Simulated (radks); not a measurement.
Pd38+, 8 electrons, occupied as [He] 2s2 2p4. Calculated with a radial shooting solver on a logarithmic mesh with Libxc functionals: scalar-relativistic Kohn-Sham, LDA (Slater exchange, VWN5 correlation), spin-polarised, spherical densities, finite nucleus; open shells are filled with parallel spins first (spin-orbit coupling, left out, can overturn this in heavy ions); Fermi nuclear charge, rms radius 4.5318 fm.

Normalised radial functions P(r) = r R(r), r in bohr:

| r | 1s up | 2p up | 3s up |
|---|---|---|---|
| 0.002081 | 1.3511 | 0.0149 | 0.2425 |
| 0.002582 | 1.6182 | 0.0219 | 0.2899 |
| 0.00323 | 1.9398 | 0.0326 | 0.3466 |
| 0.004009 | 2.2941 | 0.0479 | 0.4085 |
| 0.004976 | 2.6898 | 0.0703 | 0.4765 |
| 0.006176 | 3.1202 | 0.1028 | 0.5487 |
| 0.007665 | 3.5720 | 0.1498 | 0.6213 |
| 0.009513 | 4.0227 | 0.2169 | 0.6881 |
| 0.01181 | 4.4392 | 0.3114 | 0.7398 |
| 0.01465 | 4.7770 | 0.4424 | 0.7632 |
| 0.01819 | 4.9828 | 0.6199 | 0.7417 |
| 0.02275 | 4.9972 | 0.8631 | 0.6509 |
| 0.02824 | 4.7719 | 1.1610 | 0.4778 |
| 0.03505 | 4.2933 | 1.5185 | 0.2085 |
| 0.04349 | 3.5883 | 1.9183 | -0.1521 |
| 0.05398 | 2.7378 | 2.3212 | -0.5688 |
| 0.067 | 1.8661 | 2.6634 | -0.9649 |
| 0.08315 | 1.1063 | 2.8622 | -1.2207 |
| 0.1032 | 0.5519 | 2.8370 | -1.1952 |
| 0.1281 | 0.2223 | 2.5456 | -0.7822 |
| 0.1602 | 0.0655 | 1.9977 | 0.0415 |
| 0.1989 | 0.0144 | 1.3536 | 1.0131 |
| 0.2468 | 0.0021 | 0.7588 | 1.7993 |
| 0.3063 | 0.0002 | 0.3362 | 2.0648 |
| 0.3802 | 0.0000 | 0.1113 | 1.7344 |
| 0.4718 | 0.0000 | 0.0256 | 1.0736 |
| 0.5856 | 0.0000 | 0.0038 | 0.4738 |
| 0.7268 | 0.0000 | 0.0003 | 0.1406 |
| 0.902 | 0.0000 | 0.0000 | 0.0259 |

1s up: eigenvalue -26869 eV, 0 radial nodes, <r> = 0.0318 bohr, 90 % of the charge inside 0.0571 bohr. 2p up: eigenvalue -5651.5 eV, 0 radial nodes, <r> = 0.115 bohr, 90 % of the charge inside 0.186 bohr. 3s up (empty): eigenvalue -2474.2 eV, 2 radial nodes at r = 0.0399, 0.159 bohr, <r> = 0.315 bohr, 90 % of the charge inside 0.456 bohr.
